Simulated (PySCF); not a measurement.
What happened in this job?

A core-ionisation job on CH8B2SSi, SMILES `BCBS[SiH3]`. Computed with PySCF, delta-SCF UKS PBE, pcX-2 on the ionised atom, pcseg-1 elsewhere, spin-free X2C.

Driver input (Å, PBE0-D3(BJ)/def2-SVP geometry):

```
{"job": {"kind": "xps", "xc": "PBE"}, "charge": 0, "multiplicity": 1}
B     -1.7205     0.9592     0.3494
C     -1.0925    -0.4632     0.3884
B     -0.5787    -0.6751    -1.0797
S      1.1110    -0.4963    -1.6595
Si     2.2366     0.0063     0.1222
H     -2.7818     1.1437    -0.2010
H     -1.1385     1.9091     0.8209
H     -1.8981    -1.2084     0.5150
H     -0.3117    -0.5797     1.1540
H     -1.3495    -0.9455    -1.9695
H      2.2254    -1.1283     1.0912
H      3.6298     0.2580    -0.3411
H      1.6856     1.2289     0.7736
```

Output:

```
ground state, core basis on atom 0 (B), 149 functions
  cycle   1  E = -781.30719561  |g| = 4.30e-01
  cycle   2  E = -781.23728253  |g| = 6.43e-01
  cycle   3  E = -781.36194155  |g| = 8.08e-02
  cycle   4  E = -781.36346634  |g| = 4.86e-02
  cycle   5  E = -781.36429435  |g| = 5.99e-03
  cycle   6  E = -781.36430698  |g| = 2.37e-03
  cycle   7  E = -781.36430809  |g| = 4.44e-04
  E(ground) = -781.36382552 Eh
hole in B 1s of atom 0
  cycle   1  E = -773.76322125  |g| = 1.16e+00
  cycle   2  E = -771.66976996  |g| = 2.03e+00
  cycle   3  E = -773.96225368  |g| = 5.29e-01
  cycle   4  E = -773.63063780  |g| = 7.61e-01
  cycle   5  E = -774.16819634  |g| = 1.51e-01
  cycle   6  E = -774.17099215  |g| = 1.61e-01
  cycle   7  E = -774.18705052  |g| = 8.67e-02
  cycle   8  E = -774.19254658  |g| = 3.70e-02
  cycle   9  E = -774.19371023  |g| = 1.29e-02
  cycle  10  E = -774.19384411  |g| = 1.93e-03
  cycle  11  E = -774.19384859  |g| = 1.40e-03
  cycle  12  E = -774.19385006  |g| = 8.39e-04
  cycle  13  E = -774.19385062  |g| = 2.45e-04
  E(ion) = -774.19330493 Eh   <S^2> = 0.9388   hole on atom = 1.000   binding energy = 195.120 eV
ground state, core basis on atom 1 (C), 149 functions
  cycle   1  E = -781.37022096  |g| = 7.17e-02
  cycle   2  E = -781.37016010  |g| = 1.86e-02
  cycle   3  E = -781.37000144  |g| = 2.96e-02
  cycle   4  E = -781.37025175  |g| = 3.58e-03
  cycle   5  E = -781.37025401  |g| = 4.37e-04
  E(ground) = -781.36974544 Eh
hole in C 1s of atom 1
  cycle   1  E = -770.17124378  |g| = 1.53e+00
  cycle   2  E = -768.78634927  |g| = 2.18e+00
  cycle   3  E = -770.56037221  |g| = 5.07e-01
  cycle   4  E = -770.49609066  |g| = 5.75e-01
  cycle   5  E = -770.73627137  |g| = 7.22e-02
  cycle   6  E = -770.73911478  |g| = 1.94e-02
  cycle   7  E = -770.73935358  |g| = 8.79e-03
  cycle   8  E = -770.73941015  |g| = 1.74e-03
  cycle   9  E = -770.73941305  |g| = 3.79e-04
  E(ion) = -770.73881867 Eh   <S^2> = 0.7599   hole on atom = 1.000   binding energy = 289.282 eV
ground state, core basis on atom 2 (B), 149 functions
  cycle   1  E = -781.36509637  |g| = 5.70e-02
  cycle   2  E = -781.36492969  |g| = 2.75e-02
  cycle   3  E = -781.36478576  |g| = 3.41e-02
  cycle   4  E = -781.36517353  |g| = 5.32e-03
  cycle   5  E = -781.36517954  |g| = 6.35e-04
  cycle   6  E = -781.36518228  |g| = 1.50e-04
  E(ground) = -781.36504684 Eh
hole in B 1s of atom 2
  cycle   1  E = -773.74494659  |g| = 1.19e+00
  cycle   2  E = -771.31858032  |g| = 2.27e+00
  cycle   3  E = -774.05612932  |g| = 4.12e-01
  cycle   4  E = -774.03998519  |g| = 4.59e-01
  cycle   5  E = -774.16108530  |g| = 1.92e-01
  cycle   6  E = -774.18942506  |g| = 4.06e-02
  cycle   7  E = -774.19039948  |g| = 1.92e-02
  cycle   8  E = -774.19063888  |g| = 4.77e-03
  cycle   9  E = -774.19065733  |g| = 2.58e-03
  cycle  10  E = -774.19066838  |g| = 8.29e-04
  cycle  11  E = -774.19067125  |g| = 3.22e-04
  E(ion) = -774.19047198 Eh   <S^2> = 0.8077   hole on atom = 1.000   binding energy = 195.230 eV
ground state, core basis on atom 3 (S), 160 functions
  cycle   1  E = -781.50682192  |g| = 3.53e-01
  cycle   2  E = -781.50687389  |g| = 4.29e-02
  cycle   3  E = -781.50674911  |g| = 3.80e-02
  cycle   4  E = -781.50705079  |g| = 9.92e-03
  cycle   5  E = -781.50708295  |g| = 3.64e-03
  cycle   6  E = -781.50708541  |g| = 5.05e-04
  cycle   7  E = -781.50708536  |g| = 1.71e-04
  E(ground) = -781.50692826 Eh
hole in S 1s of atom 3
  cycle   1  E = -689.40847796  |g| = 5.18e+00
  cycle   2  E = -687.06782617  |g| = 2.96e+00
  cycle   3  E = -674.70493394  |g| = 3.18e+00
  cycle   4  E = -690.52154141  |g| = 3.75e-01
  cycle   5  E = -690.55726558  |g| = 3.60e-01
  cycle   6  E = -690.63200330  |g| = 8.13e-02
  cycle   7  E = -690.63516174  |g| = 3.46e-02
  cycle   8  E = -690.63584799  |g| = 6.67e-03
  cycle   9  E = -690.63587516  |g| = 1.56e-03
  cycle  10  E = -690.63587669  |g| = 6.23e-04
  cycle  11  E = -690.63587650  |g| = 1.37e-04
  E(ion) = -690.63570705 Eh   <S^2> = 0.7512   hole on atom = 1.000   binding energy = 2472.732 eV
hole in S 2p of atom 3
  cycle   1  E = -774.86287630  |g| = 1.53e+00
  cycle   2  E = -773.58256794  |g| = 1.83e+00
  cycle   3  E = -774.99475449  |g| = 6.34e-01
  cycle   4  E = -775.29444422  |g| = 1.56e-01
  cycle   5  E = -775.30320518  |g| = 9.31e-02
  cycle   6  E = -775.30811626  |g| = 1.96e-02
  cycle   7  E = -775.30832023  |g| = 5.97e-03
  cycle   8  E = -775.30834063  |g| = 1.97e-03
  cycle   9  E = -775.30834284  |g| = 7.12e-04
  cycle  10  E = -775.30834383  |g| = 1.81e-04
  E(ion) = -775.30819119 Eh   <S^2> = 0.7518   hole on atom = 1.001   binding energy = 168.676 eV
  2p3/2 = 168.196 eV   2p1/2 = 169.425 eV
ground state, core basis on atom 4 (Si), 160 functions
  cycle   1  E = -781.43694630  |g| = 2.67e-01
  cycle   2  E = -781.43689660  |g| = 4.34e-02
  cycle   3  E = -781.43662413  |g| = 4.46e-02
  cycle   4  E = -781.43711684  |g| = 1.26e-02
  cycle   5  E = -781.43717137  |g| = 2.54e-03
  cycle   6  E = -781.43717152  |g| = 4.49e-04
  E(ground) = -781.43677609 Eh
hole in Si 1s of atom 4
  cycle   1  E = -712.58442561  |g| = 4.42e+00
  cycle   2  E = -710.60082818  |g| = 2.93e+00
  cycle   3  E = -706.15207930  |g| = 2.21e+00
  cycle   4  E = -709.40031686  |g| = 2.15e+00
  cycle   5  E = -713.56540920  |g| = 4.08e-01
  cycle   6  E = -713.53350846  |g| = 4.73e-01
  cycle   7  E = -713.66895915  |g| = 1.12e-01
  cycle   8  E = -713.67624907  |g| = 6.18e-02
  cycle   9  E = -713.67878941  |g| = 2.31e-02
  cycle  10  E = -713.67915346  |g| = 6.28e-03
  cycle  11  E = -713.67917752  |g| = 1.96e-03
  cycle  12  E = -713.67918140  |g| = 4.51e-04
  E(ion) = -713.67893653 Eh   <S^2> = 0.7516   hole on atom = 1.000   binding energy = 1843.785 eV
hole in Si 2p of atom 4
  cycle   1  E = -777.17053274  |g| = 1.23e+00
  cycle   2  E = -776.28314002  |g| = 1.59e+00
  cycle   3  E = -777.34002045  |g| = 4.53e-01
  cycle   4  E = -777.47774373  |g| = 2.13e-01
  cycle   5  E = -777.50349099  |g| = 9.13e-02
  cycle   6  E = -777.50865044  |g| = 2.12e-02
  cycle   7  E = -777.50895449  |g| = 6.79e-03
  cycle   8  E = -777.50898254  |g| = 3.04e-03
  cycle   9  E = -777.50898778  |g| = 6.16e-04
  cycle  10  E = -777.50898878  |g| = 2.08e-04
  E(ion) = -777.50869432 Eh   <S^2> = 0.7525   hole on atom = 1.002   binding energy = 106.889 eV
  2p3/2 = 106.636 eV   2p1/2 = 107.261 eV
```

The program numbers atoms from 0. E(ground) and E(ion) are re-evaluated on a finer grid than the cycles, so they differ from the last cycles; that is no fault. The 2p3/2 and 2p1/2 values come from a spin–orbit splitting computed afterwards; their 2:1 mean is the average over the three 2p orbitals and can differ from the one hole solved.

Q: Do all binding energies of this run deserve the same trust?

A: No. Every hole passed the driver's convergence checks (|g| < 5e-4, core orbital emptied to over 0.9), but ⟨S²⟩ is 0.939 for B1s on atom 0, against 0.75 for a pure doublet, so the unrestricted ion state holds higher spin components.

Q: What would you do next?

A: Recompute such holes with a restricted open-shell or spin-projected scheme and compare; until then these binding energies are doubtful.

Hardware: Arm Neoverse V1, one thread, no GPU, shared host with 32 logical CPUs at a one-minute load of 11. Cost: 25 s wall, 0.55 GiB resident at most.
